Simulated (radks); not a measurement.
Q: Coherent X-ray form factor from a spherical all-electron density. All-electron calculation, Dirac Kohn-Sham, LDA (Slater exchange, Perdew-Wang correlation), spin-unpolarised, spherical densities, finite nucleus; Fermi nuclear charge, rms radius of each element as measured or else 0.836 A^(1/3) + 0.57 fm. Program: a radial shooting solver on a logarithmic mesh with Libxc functionals.

sin(theta)/lambda (1/angstrom)  f0 (electrons)
0.05                                     9.822
0.1                                      9.324
0.15                                     8.596
0.2                                      7.747
0.25                                     6.871
0.3                                      6.032
0.4                                      4.599
0.5                                      3.541
0.6                                      2.808
0.8                                      1.990
1                                        1.619
1.25                                     1.380
1.5                                      1.212
2                                        0.920

The species is in the configuration that NIST lists as its ground one. Which atom or ion scatters so?

A: Neutral neon, [Ne]. Extrapolating in s^2 from the first two rows gives f0(0) = 10.0, near the electron count 10; among species with that count, the fall with angle is slower the higher Z, and the table is that of Z = 10; from so few rows the species is fixed only to a neighbour or two.
